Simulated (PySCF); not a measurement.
How exact exchange moves a shielding

Molecule: SMILES S1BSCC1, C₂H₅BS₂.

Atoms are numbered as in `[BH:1]1[S:2][CH2:3][CH2:4][S:5]1` (H(Xn): hydrogen on atom n).

GIAO shieldings (ppm, equivalent atoms averaged) in PySCF 2.14 on the PBE0-D3(BJ)/def2-SVP geometry, basis pcSseg-2, gas phase, non-relativistic:

| functional | exact exchange (%) | σ(S2/S5) | σ(C3/C4) |
| --- | --- | --- | --- |
| BLYP | 0 | 340.5 | 127.9 |
| BP86 | 0 | 357.4 | 132.8 |
| PBE | 0 | 359.2 | 133.1 |
| B3LYP | 20 | 371.4 | 134.4 |
| PBE0 | 25 | 396.8 | 140.6 |
| mPW1PW91 | 25 | 394.1 | 139.9 |
| HF | 100 | 489.2 | 155.8 |

Question: Fit each shielding as a line in the percentage of exact exchange.

Answer: σ(S2/S5) = 353.6 + 1.37 x (rms 7.8 ppm); σ(C3/C4) = 131.8 + 0.25 x (rms 2.2 ppm). The functionals also differ in their semilocal parts, which the line can't hold; Hartree–Fock has no correlation at all.

Question: What does the line predict for BHandHLYP (50 %), and what does the run give?

Answer: σ(S2/S5): 422.1 predicted, 414.7 computed; σ(C3/C4): 144.3 predicted, 142.9 computed ppm.
